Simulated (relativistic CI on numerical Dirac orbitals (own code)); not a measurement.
A reference radial Dirac CI calculation of Yb+ gave the lowest total energy -14043.71294 Ha in 59 SCF steps, from this input:

```
atom Yb  Z=70  charge=1  electrons=69
nucleus A=174  rms_radius_fm=5.3108
hamiltonian dirac-coulomb  breit=on  qed=on  c_scale=1
orbitals kli  potential=per-configuration
slater_scale 1
correlation none
mixing on
grid step=0.0125 r_max=129.7
scf mixing=0.4 start=green max_iterations=150 tolerance=2e-08 node_fill=0.05
configurations
  [Xe] 4f14 6s
  [Xe] 4f13 6s2
end
```

One setting was then changed (and the iteration limit cut to 99), and the output read:

```
SCF 1: [Xe] 4f14 6s
 iter      energy (Ha)   residual   last orbital (Ha)
    1     -7310.932591   2.58e+00     -0.23830
    2     -7335.794406   1.09e+00     -0.24893
    3     -7341.226522   2.87e-01     -0.24667
    4     -7341.794303   3.64e-02     -0.24564
    5     -7341.805309   1.35e-02     -0.24701
    6     -7341.797808   1.16e-02     -0.24660
    7     -7341.802471   3.11e-03     -0.24660
    8     -7341.801421   5.16e-04     -0.24661
    9     -7341.801607   6.70e-05     -0.24661
   10     -7341.801584   2.03e-06     -0.24661
   11     -7341.801583   1.04e-06     -0.24661
   12     -7341.801583   5.19e-09     -0.24661
SCF 2: [Xe] 4f13 6s2
 iter      energy (Ha)   residual   last orbital (Ha)
    1     -7304.950030   2.69e+00     -0.23830
    2     -7332.106173   1.12e+00     -0.27218
    3     -7337.361601   3.14e-01     -0.28011
    4     -7338.027200   2.57e-02     -0.28079
    5     -7338.032077   8.36e-03     -0.28192
    6     -7338.028917   2.18e-03     -0.28163
    7     -7338.030032   3.26e-04     -0.28148
    8     -7338.029861   1.16e-04     -0.28152
    9     -7338.029918   7.14e-05     -0.28152
   10     -7338.029898   2.03e-06     -0.28152
   11     -7338.029898   7.61e-07     -0.28152
   12     -7338.029897   4.54e-09     -0.28152
orbital energies (Ha): 4d3/2 -8.6418  4d5/2 -8.5307  5s -0.7652  5p1/2 -1.0931  5p3/2 -1.0886  4f5/2 -3.8071  4f7/2 -3.7006  6s -0.2466
configuration averages (Ha): Dirac-Coulomb, Breit, QED
  4f14 6s                      -7341.801583    2.100982    0.218623
  4f13 6s2                     -7338.029897    2.098818    0.219170
levels: no., configuration, term, J, E (cm-1), weight
   1 4f14 6s                2S   1/2              0.0  1.00
   2 4f13 6s2               2F*  7/2         817663.6  1.00
   3 4f13 6s2               2F*  5/2         840456.2  1.00
lowest total energy -7339.481978 Ha
end: converged
```

Which setting was changed?
A. charge
B. start potential
C. nuclear radius
D. SCF mixing

C. The nuclear radius 5310.8 fm. This setting is bad on purpose; its numbers may not be properties of the ion.
